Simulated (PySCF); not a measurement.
## Bond length, frequency and bond energy of CoS by level of theory

State: ⁴Δ (quartet), unpaired electrons π ↑↑, δ ↑. Set-up: basis Co def2-TZVPP, S def2-TZVPP; no relativity; PySCF 2.14. De refers to Co (3d7 4s2) + S in their high-spin ground configurations, without counterpoise correction. The functionals are run spin-unrestricted. A positive dipole means Co(−)S(+).

```tsv
Level	Re (Å)	ωe (cm⁻¹)	De (eV)	μ (D)
ROHF	2.106	463	n/a	-8.26
ROHF-MP2	1.986	485	n/a	n/a
ROHF-SCS-MP2	2.015	472	n/a	n/a
ROHF-CCSD	1.975	543	2.60	n/a
ROHF-CCSD(T)	1.986	541	3.15	n/a
PBE	1.980	518	n/a	-3.70
PW91	1.979	519	n/a	-3.68
r²SCAN	1.968	536	n/a	-4.39
r²SCANh	1.967	540	n/a	-4.81
B3LYP	1.986	520	n/a	-4.52
PBE0	1.973	536	n/a	-5.00
BHandHLYP	2.004	514	n/a	-6.13
ωB97X-V	1.958	564	n/a	-5.35
```

(1) What does a quarter of exact exchange do here, going from PBE to PBE0?

(2) What does the step from GGA to meta-GGA do here, going from PBE to r²SCAN?

(3) What does all correlation do here, going from ROHF to ROHF-CCSD(T)?

Correlated steps freeze 10 core orbitals. De is left out where the level can put another filling of the metal’s s and d shells below the measured ground configuration, by anything from nothing to about 1 eV. The CCSD T1 diagnostic is raised, a sign that a single reference may not be enough here. UHF is strongly spin-contaminated for CoS, so the ROHF reference used there is far from stable. The state is the lowest single determinant that the PBE0 search found; with open d or f shells the true ground state can be another one.

The whole job (state search and all levels along the bond) took about 42 min on 2 threads of Arm Neoverse V1 (shared host), peak memory 5.8 GiB.

Results:

(1) PBE0 less PBE: -0.7 pm in Re, +3.5 % in ωe. Exact exchange removes part of the self-interaction that spreads semilocal densities, and in most molecules shortens and stiffens the bond and lowers De; so it does here.

(2) r²SCAN less PBE: -1.2 pm in Re, +3.5 % in ωe. 

(3) ROHF-CCSD(T) less ROHF: -12.0 pm in Re, +16.8 % in ωe. Correlation nearly always deepens the well. The bond shortens, as in weak, metallic or heavy-atom bonds, where dispersion and the correlation of outer-core electrons pull the atoms together.
